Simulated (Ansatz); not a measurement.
ClH6InO2Si2 (`[SiH3][O][In]([Cl])[O][SiH3]`) at its PBE0-D4/def2-TZVP geometry, where that method's forces vanish. The species carries charge 0 and has multiplicity 1. In takes the def2 core potential.

```xyz
12

Si    2.3599   -1.3701    0.6649
O     0.9746   -0.5630    0.3330
In   -0.0356   -0.0953   -1.2755
Cl    0.6629   -0.7074   -3.3690
O    -1.6783    0.9224   -1.0165
Si   -2.4732    1.5254    0.2831
H     3.5420   -0.6555    0.1075
H     2.5004   -1.4672    2.1402
H     2.3347   -2.7423    0.0854
H    -1.6266    2.5007    1.0249
H    -2.8639    0.4398    1.2248
H    -3.6969    2.2125   -0.2027
```

Task: What forces (eV/Å) does PBE-D4/def2-TZVPP give on these atoms in the Gaussian-basis code of Ansatz? (Best estimate.)

Result: The calculation gave: 
```
Si1  0.344 -0.207 -0.001
O2  -0.248  0.181  0.373
In3  0.077 -0.061 -0.180
Cl4  0.096 -0.086 -0.309
O5  -0.180  0.067 -0.442
Si6 -0.135  0.115  0.362
H7   0.139  0.067 -0.048
H8   0.002 -0.002  0.163
H9   0.014 -0.153 -0.050
H10  0.075  0.112  0.089
H11 -0.055 -0.105  0.111
H12 -0.128  0.071 -0.069
```
